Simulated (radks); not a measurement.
Charge is removed step by step from the 2s1/2 level of neutral magnesium, starting from [Ne] 3s2. All-electron calculation, Dirac Kohn-Sham, PBE, spin-unpolarised, spherical densities, finite nucleus; Fermi nuclear charge, rms radius 3.057 fm. Program: a radial shooting solver on a logarithmic mesh with Libxc functionals.

| removed (e) | E - E(0) (eV) | eigenvalue (eV) | E minus straight line (eV) |
|---|---|---|---|
| 0 | 0.000 | -79.840 | 0.000 |
| 0.25 | 20.658 | -85.469 | -2.209 |
| 0.5 | 42.754 | -91.331 | -2.981 |
| 0.75 | 66.341 | -97.401 | -2.261 |
| 1 | 91.470 | -103.66 | 0.000 |

Removing the whole electron costs 91.470 eV by Delta-SCF, against 79.840 eV from minus the eigenvalue at the starting occupation. Slater's transition state (half an electron removed) gives 91.331 eV. Integrating minus the eigenvalue over the occupation (Janak's theorem) gives 91.470 eV. The mean slope of the eigenvalue, de/dn, is 23.8 eV per electron.
